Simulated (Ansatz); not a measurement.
Start from `S[SiH2][TeH]` and change one atom or group to get `S[SiH2][SnH3]`.

Ansatz, PBE0-D4/def2-TZVP geometries, multiplicity 1. Each molecule was computed in one conformer, which needn't be the lowest.

Elements past krypton have def2 core potentials.

| property | `S[SiH2][TeH]` |
| --- | --- |
| HOMO–LUMO gap (PBE/def2-TZVPP) / eV | 3.90 |
| LUMO energy (PBE0/def2-TZVPP) / eV | -0.92 |
| ideal-gas entropy at 298 K and 1 bar (rigid rotor, harmonic PBE0-D4/def2-TZVP) / J/(mol·K) | 344 |
| HOMO energy (PBE/def2-TZVPP) / eV | -5.61 |
| size of the dipole moment (B3LYP/def2-TZVPP) / D | 0.82 |
| LUMO energy (PBE/def2-TZVPP) / eV | -1.71 |

Q: Give the same properties after the change, and the shifts. (Estimate.)

A: Ansatz gave: 
| property | `S[SiH2][SnH3]` | shift |
| --- | --- | --- |
| HOMO–LUMO gap (PBE/def2-TZVPP) / eV | 4.83 | 0.93 |
| LUMO energy (PBE0/def2-TZVPP) / eV | -0.49 | 0.43 |
| ideal-gas entropy at 298 K and 1 bar (rigid rotor, harmonic PBE0-D4/def2-TZVP) / J/(mol·K) | 362 | 18 |
| HOMO energy (PBE/def2-TZVPP) / eV | -6.12 | -0.51 |
| size of the dipole moment (B3LYP/def2-TZVPP) / D | 0.78 | -0.04 |
| LUMO energy (PBE/def2-TZVPP) / eV | -1.29 | 0.42 |

With PBE0 the HOMO falls by 0.58 eV and the LUMO rises by 0.43 eV, so the gap widens by about 1.01 eV. PBE moves the HOMO by -0.51 eV and ωB97M-V by -0.57 eV. The zero-point energy changes by 34.3 kJ/mol with +6 modes. Dipoles are sizes alone; their direction can turn.

B3LYP here is the variant with VWN-RPA as its local correlation; programs differ in this.

Spin–orbit coupling is left out; it splits and shifts lone-pair levels of the heavy atoms by tenths of an eV.
